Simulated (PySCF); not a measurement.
C4H5, charge -1, singlet, at a GFN2-xTB geometry (in this run its highest filled SCF level lies above zero, so its values depend strongly on the basis, on diffuse functions most of all); PySCF with TPSS/STO-3G.

The PySCF input:
```python
from pyscf import gto, scf, dft

mol = gto.Mole()
mol.atom = '''
    C     0.01838829    1.09261235    0.31793151
    C     0.04322136   -1.09887314    0.29296768
    C     0.86364242    0.01454600   -0.41782223
    C    -0.64697488   -0.00242694   -0.43053395
    H    -0.11541859    1.12684033    1.41520083
    H    -0.00676947    2.10157076   -0.11435886
    H    -0.08949244   -1.16110732    1.38913817
    H     0.04081885   -2.09803459   -0.16219775
    H    -1.49880154   -0.00441880   -1.10304047
'''
mol.basis = 'sto-3g'
mol.charge = -1
mol.verbose = 4
mol.build()

mf = dft.RKS(mol)
mf.xc = 'tpss'
mf.level_shift = 0.5
mf.max_cycle = 100
mf.kernel()
```

Output, abridged:

```
PySCF version 2.14.0

[INPUT] verbose = 4
[INPUT] num. atoms = 9
[INPUT] num. electrons = 30
[INPUT] charge = -1
[INPUT] spin (= nelec alpha-beta = 2S) = 0
[INPUT] symmetry False subgroup None
[INPUT] Mole.unit = angstrom
[INPUT] Symbol           X                Y                Z      unit          X                Y                Z       unit  Magmom
[INPUT]  1 C      0.018388290000   1.092612350000   0.317931510000 AA    0.034748831999   2.064738101817   0.600803480269 Bohr   0.0
[INPUT]  2 C      0.043221360000  -1.098873140000   0.292967680000 AA    0.081676533131  -2.076569280241   0.553628678549 Bohr   0.0
[INPUT]  3 C      0.863642420000   0.014546000000  -0.417822230000 AA    1.632047643357   0.027487956208  -0.789569583455 Bohr   0.0
[INPUT]  4 C     -0.646974880000  -0.002426940000  -0.430533950000 AA   -1.222605332673  -0.004586251921  -0.813591252827 Bohr   0.0
[INPUT]  5 H     -0.115418590000   1.126840330000   1.415200830000 AA   -0.218109524783   2.129419609815   2.674341979957 Bohr   0.0
[INPUT]  6 H     -0.006769470000   2.101570760000  -0.114358860000 AA   -0.012792444308   3.971393167794  -0.216106925317 Bohr   0.0
[INPUT]  7 H     -0.089492440000  -1.161107320000   1.389138170000 AA   -0.169116201819  -2.194174836028   2.625090690480 Bohr   0.0
[INPUT]  8 H      0.040818850000  -2.098034590000  -0.162197750000 AA    0.077136447220  -3.964710774964  -0.306509325521 Bohr   0.0
[INPUT]  9 H     -1.498801540000  -0.004418800000  -1.103040470000 AA   -2.832324425676  -0.008350321799  -2.084444392612 Bohr   0.0

nuclear repulsion = 107.578612424548
number of shells = 17
number of NR pGTOs = 75
number of NR cGTOs = 25
basis = sto-3g
ecp = {}

******** <class 'pyscf.dft.rks.RKS'> ********
method = RKS
initial guess = minao
damping factor = 0
level_shift factor = 0.5
DIIS = <class 'pyscf.scf.diis.CDIIS'>
diis_start_cycle = 1
diis_space = 8
diis_damp = 0
SCF conv_tol = 1e-09
SCF conv_tol_grad = None
SCF max_cycles = 100
direct_scf = True
direct_scf_tol = 1e-13
XC library pyscf.dft.libxc version 7.1.2
    S. Lehtola, C. Steigemann, M. J. T. Oliveira, and M. A. L. Marques,  SoftwareX 7, 1–5 (2018)
XC functionals = tpss
    J. Tao, J. P. Perdew, V. N. Staroverov, and G. E. Scuseria,  Phys. Rev. Lett. 91, 146401 (2003)
    J. P. Perdew, J. Tao, V. N. Staroverov, and G. E. Scuseria,  J. Chem. Phys. 120, 6898 (2004)
    J. Tao, J. P. Perdew, V. N. Staroverov, and G. E. Scuseria,  Phys. Rev. Lett. 91, 146401 (2003)
    J. P. Perdew, J. Tao, V. N. Staroverov, and G. E. Scuseria,  J. Chem. Phys. 120, 6898 (2004)
radial grids:
    Treutler-Ahlrichs [JCP 102, 346 (1995); DOI:10.1063/1.469408] (M4) radial grids

becke partition: Becke, JCP 88, 2547 (1988); DOI:10.1063/1.454033
pruning grids: <function nwchem_prune>
grids dens level: 3
symmetrized grids: False
atomic radii adjust function: <function treutler_atomic_radii_adjust>
small_rho_cutoff = 0
Set gradient conv threshold to 3.16228e-05
Initial guess from minao.
tot grids = 105512
init E= -153.906369994558
  HOMO = 0.128963259381494  LUMO = 0.524285938954572  gap/eV = 10.75728
cycle= 1 E= -153.278823637964  delta_E= 0.628  |g|= 0.357  |ddm|= 3.96
  HOMO = 0.366003725915943  LUMO = 1.05101246486056  gap/eV = 18.64004
cycle= 2 E= -153.32428248513  delta_E= -0.0455  |g|= 0.117  |ddm|= 0.647
  HOMO = 0.260307391746327  LUMO = 1.02166917159941  gap/eV = 20.71771
cycle= 3 E= -153.328214011473  delta_E= -0.00393  |g|= 0.0345  |ddm|= 0.127
  HOMO = 0.251682747225246  LUMO = 1.01095765855728  gap/eV = 20.66092
cycle= 4 E= -153.328589050377  delta_E= -0.000375  |g|= 0.0159  |ddm|= 0.0393
  HOMO = 0.252051882389088  LUMO = 1.01259777198355  gap/eV = 20.69551
cycle= 5 E= -153.328668957979  delta_E= -7.99e-05  |g|= 0.00655  |ddm|= 0.0186
  HOMO = 0.252200300284222  LUMO = 1.01261913350552  gap/eV = 20.69205
cycle= 6 E= -153.32868405505  delta_E= -1.51e-05  |g|= 0.00277  |ddm|= 0.00918
  HOMO = 0.252262998743668  LUMO = 1.01256803196856  gap/eV = 20.68895
cycle= 7 E= -153.328687062427  delta_E= -3.01e-06  |g|= 0.00128  |ddm|= 0.00432
  HOMO = 0.25227208893349  LUMO = 1.01257161130762  gap/eV = 20.68880
cycle= 8 E= -153.328687774298  delta_E= -7.12e-07  |g|= 0.000647  |ddm|= 0.00228
  HOMO = 0.252261190695777  LUMO = 1.01256737582213  gap/eV = 20.68899
cycle= 9 E= -153.32868797015  delta_E= -1.96e-07  |g|= 0.000333  |ddm|= 0.00125
  HOMO = 0.252261341241373  LUMO = 1.01256719302995  gap/eV = 20.68898
cycle= 10 E= -153.328688026514  delta_E= -5.64e-08  |g|= 0.000173  |ddm|= 0.00069
  HOMO = 0.252262130225224  LUMO = 1.0125682762776  gap/eV = 20.68898
cycle= 11 E= -153.328688042841  delta_E= -1.63e-08  |g|= 9.5e-05  |ddm|= 0.000382
  HOMO = 0.25226051900898  LUMO = 1.01256698229672  gap/eV = 20.68899
cycle= 12 E= -153.328688047987  delta_E= -5.15e-09  |g|= 5.25e-05  |ddm|= 0.000215
  HOMO = 0.252260596456873  LUMO = 1.01256768874092  gap/eV = 20.68901
cycle= 13 E= -153.32868804963  delta_E= -1.64e-09  |g|= 2.89e-05  |ddm|= 0.000122
  HOMO = 0.252260633612619  LUMO = 1.01256750295063  gap/eV = 20.68900
cycle= 14 E= -153.328688050156  delta_E= -5.26e-10  |g|= 1.65e-05  |ddm|= 6.92e-05
  HOMO = 0.25225897490613  LUMO = 0.512567344735222  gap/eV = 7.08335
Extra cycle  E= -153.328688050293  delta_E= -1.37e-10  |g|= 1.91e-05  |ddm|= 0.000109
converged SCF energy = -153.328688050293
```
